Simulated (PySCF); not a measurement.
C6H6. Atoms are numbered in the order given.

```xyz
12

C     -1.0668    -2.0573     0.0000
C     -0.2915    -1.1239     0.0000
C      0.6050    -0.0016     0.0000
C      1.9441    -0.1928     0.0000
C      0.0287     1.3548     0.0000
C     -1.2797     1.6424     0.0000
H     -1.7430    -2.8911     0.0000
H      2.3768    -1.1945     0.0000
H      2.6263     0.6611     0.0000
H      0.7648     2.1658     0.0000
H     -1.6294     2.6773     0.0000
H     -2.0348     0.8517     0.0000
```

Geometry: B3LYP-D3(BJ)/def2-SVP. The values are those of a single conformer.

Method: SMD-B3LYP/6-31G* (PySCF).

Solvation free energies are E(SMD) − E(gas) at the gas-phase geometry, for 1 M in both phases. In vacuum the dipole moment is 0.20 D.

Rank water, toluene, 1-octanol by solvation free energy, most negative first.

toluene (-2.8 kcal/mol), 1-octanol (-1.8 kcal/mol), water (0.8 kcal/mol)
